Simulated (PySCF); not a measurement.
Correlation energy of Zn⁺ (zinc, charge +1)

[Ar] 3d10 4s1, 2S determinant. Computed with PySCF 2.14 in dyall-av2z (16s12p7d2f, 101 functions), with no relativity, point nucleus. Frozen: [Ar]; 11 electrons correlated; the 34 highest virtual orbitals of each spin left out.

```
  level  correlation energy (mhartree)
   CCSD                        -370.67
    (T)                          -9.62
CCSD(T)                        -380.29
```

Diagnostics: T1 = 0.012, D1 = 0.0289, largest double amplitude 0.018.

Q: Is a single reference adequate?

A: Yes: T1 lies below 0.03 and no double amplitude reaches 0.07.
